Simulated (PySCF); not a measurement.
Orbital picture of NdO

PBE at R = 1.783 Å; Nd x2c-SVPall, O x2c-SVPall; spin-free X2C with a Gaussian nucleus (PySCF 2.14). State: quintet, about 3.5 electrons in the 4f shell (Mulliken), real f orbitals that mix terms. Only the outer orbitals are listed, counted within each symmetry.

```
spin  orbital  occ.  ε (eV)  on Nd (%)           main shells (%)
   α      13σ     1  -17.77         39           60 O s, 32 Nd p
   α       7π     1   -7.31         30  70 O p, 16 Nd d, 12 Nd f
   α       7π     1   -7.23         28   72 O p, 18 Nd d, 9 Nd f
   α      14σ     1   -6.86         41  56 O p, 21 Nd f, 13 Nd d
   α       1φ     1   -4.88         98                   96 Nd f
   α       3δ     1   -4.71        100                  100 Nd f
   α       3δ     1   -4.32         95                   87 Nd f
   α      16σ     1   -3.35         99                   86 Nd s
   α       8π     0   -4.08         97                   90 Nd f
   α      15σ     0   -3.97         96                   87 Nd f
   α       1φ     0   -3.88        100                  100 Nd f
   β      13σ     1  -17.40         44           55 O s, 38 Nd p
   β       7π     1   -7.26         23           76 O p, 15 Nd d
   β       7π     1   -7.20         23           77 O p, 15 Nd d
   β      14σ     1   -6.57         34   65 O p, 16 Nd d, 9 Nd f
   β       3δ     0   -2.63         98                   90 Nd f
   β       1φ     0   -2.61        100                  100 Nd f
   β       8π     0   -2.56         99                   91 Nd f
```

Problem. Which are the highest filled and the lowest empty level, where do they sit, and how wide is the gap?

Solution. Highest filled α 16σ at -3.35 eV (in %: 86 Nd s); lowest empty α 8π at -4.08 eV (in %: 90 Nd f); the gap at PBE is -0.73 eV.

```json
{
  "bond order (Mayer)": "2.46",
  "⟨S²⟩": "6.021",
  "charge on Nd (Mulliken, basis-dependent)": "0.23",
  "charge on Nd (Löwdin, basis-dependent)": "-0.05",
  "dipole moment (positive dipole means Nd(−)O(+))": "-2.83 D"
}
```

Spin–orbit coupling is left out. Counting both spins, an empty level lies below a filled one in this solution, because spin and occupation are held. The state is the lowest single determinant that the PBE0 search found; with open d or f shells the true ground state can be another one.
